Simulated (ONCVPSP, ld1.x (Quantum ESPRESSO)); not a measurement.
**Pseudopotentials across the periodic table**

Generated with ld1.x 7.5 (TM, RRKJ, ultrasoft, PAW), atompaw 4.2 or ONCVPSP 4.0.1. The cutoff is in Ry: for ld1.x and atompaw files where the sum of valence levels is converged to 10 mRy in a Bessel basis, for ONCV files where the hardest occupied wave has 1 mHa per electron of residual kinetic energy. The error is the largest all-electron minus pseudo excitation energy over each file’s own four to seven test configurations (ionisations up to +4, promotions, holes and added fractions of an electron), all of which were solved. The labels leave out finer settings (local radius, basis sizes, second energies), which also bear on the numbers. Spin-polarised tests are not counted. The rows are a selection from randomly drawn settings: files with unsolved tests, undetermined cutoffs or missed reference levels are left out.

A true bound ghost makes a file unfit for plane-wave use even where its test errors are small: the radial tests pick states by their node count and pass the ghost by.

| element | potential | cutoff (Ry) | largest error (meV) | bound ghosts |
| --- | --- | --- | --- | --- |
| He | ONCV, PBE, scalar-relativistic, rc 0.45/0.45 (sp), local s, core correction no, reference 1s2, qcut 15.3/19.2, projectors 0/2 | 190 | +1.5 | none |
| Fe | ONCV, LDA (Perdew-Zunger), scalar-relativistic, rc 1.40/0.95/1.30 (spd), local smoothed, core correction no, reference 3s2 3p6 3d6 4s2, qcut 10.2/9.9/11.8, projectors 2/1/2 | 110 | +17 | none |
| As | ONCV, PBE, scalar-relativistic, rc 1.60/1.45/1.45 (spd), local smoothed, core correction no, reference 4s1.75 4p3.25, qcut 4.5/6/6.7, projectors 2/2/2 | 19 | -27 | d |
| Kr | TM, PBE, scalar-relativistic, rc 1.38/1.96/1.58 (spd), local smoothed, core correction yes, reference 4s2 4p6 | 50 | -73 | none |
| Gd | ONCV, revPBE, scalar-relativistic, rc 1.70/1.45/3.15/1.20 (spdf), local smoothed, core correction yes, reference 4f7 5s2 5p6 5d1 6s1, qcut 5.3/5.2/4.3/14.9, projectors 2/1/1/2 | 184 | +27 | s, p |
| Er | ONCV, PBE, scalar-relativistic, rc 1.20/2.15/2.40 (spd), local smoothed, core correction yes, reference 5s2 5p6 5d1, qcut 4.3/5.4/7.3, projectors 2/2/2 | 158 | -67 | s |
| Au | ONCV, PBE, scalar-relativistic, rc 1.30/1.15/2.05 (spd), local smoothed, core correction yes, reference 5s2 5p6 5d9 6s2, qcut 8.6/8.2/7.5, projectors 2/2/1 | 69 | -17 | none |

Task: Fill in the row for Te: ONCV, PBE, non-relativistic, rc 1.85/1.85 (sp), local p, core correction yes, reference 5s2 5p3.5, qcut 3/3.5, projectors 2/0.

Result: cutoff 41 Ry, largest error -7.9 meV, bound ghosts: none.
